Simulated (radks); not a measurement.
Task: The mean radii <r> (bohr) of the occupied orbitals of an atom or ion are listed with their occupations. Calculated with a radial shooting solver on a logarithmic mesh with Libxc functionals: scalar-relativistic Kohn-Sham, PBEsol, spin-polarised, spherical densities, point nucleus.

orbital  occ.      <r>
1s down     1  0.03264
1s up       1  0.03264
2s up       1   0.1420
2s down     1   0.1420
2p up       3   0.1238
2p down     3   0.1237
3s up       1   0.3909
3s down     1   0.3909
3p up       3   0.3907
3p down     3   0.3906
3d up       5   0.3705
3d down     5   0.3703
4s up       1   0.9740
4s down     1   0.9708
4p up       3    1.065
4p down     3    1.063
4d up       5    1.361
4d down     1    1.376

Name the element and its charge. Open shells, if any, are filled with parallel spins first.

Result: Z = 45, rhodium, charge +3: Rh3+ in [Kr] 4d6. The 1s radius gives Z: for a bare nucleus <r> = (2 gamma + 1)/(2Z) with gamma = sqrt(1 - (Z/c)^2), 0.0321 bohr for Z = 45, and screening makes it slightly larger (0.03264 here). The occupations add up to 42, and the charge is Z minus that.
